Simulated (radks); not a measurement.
Spherical quantum dot in the effective-mass picture: electrons in a parabolic well V = omega^2 r^2 / 2 with omega = 0.408, all in effective atomic units (hartree* = m*/eps^2 hartree, bohr* = eps/m* bohr), one dielectric constant everywhere. Calculated with a radial shooting solver with Libxc functionals: non-relativistic Kohn-Sham, LDA (Slater exchange, Perdew-Wang correlation), spin-polarised, spherical densities. Levels are named by radial order and angular momentum (1s, 1p, 1d, 2s, ...), and open shells are averaged over m.

N = 22, configuration 1s2 1p6 1d10 2s2 1f(up 2, down 0). This is the lowest configuration that the search found. Occupied and some empty levels:

level    occupation  eigenvalue (hartree*)  <r> (bohr*)
1s up             1                 6.1039        3.182
1s down           1                 6.1118        3.144
1p up             3                 6.2317        3.793
1p down           3                 6.2427        3.773
1d up             5                 6.3907        4.213
1d down           5                 6.4034        4.205
2s up             1                 6.4625        3.445
2s down           1                 6.4699        3.465
1f up             2                 6.5759        4.543
1f down           0                 6.5893        4.542
2p up             0                 6.6778        3.898
2p down           0                 6.6853        3.905
1g up             0                 6.7835        4.823
1g down           0                 6.7969        4.827
2d up             0                 6.9063        4.297
2d down           0                 6.9143        4.300

Energy (hartree*): total 86.7154, kinetic 6.5784, external 31.273, Hartree 54.773, exchange-correlation -5.9093.
